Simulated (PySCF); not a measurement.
# Ionisation energy of Nb by level of theory

Nb [Kr] 4d4 5s1 (6D) → Nb⁺ [Kr] 4d4 (5D), as a difference of total energies. All numbers are calculated (PySCF 2.14, scalar relativity by spin-free X2C-1e, in x2c-TZVPall (8s6p6d1f, 63 functions)). Correlated levels: valence: [Kr] frozen. The calculations carry no spin-orbit coupling.

| method | ionisation energy (eV) | error (eV) |
| --- | --- | --- |
| UHF | 5.994 | -0.782 |
| B3LYP | 6.921 | +0.145 |
| PBE | 7.105 | +0.329 |
| MP2 (valence) | 6.343 | -0.433 |
| SCS-MP2 (valence) | 6.110 | -0.666 |

Reference: 6.776 eV (measured; NIST levels, between the centres of gravity of the two terms).

Errors of the correlated levels include the incompleteness of this basis and the frozen core.
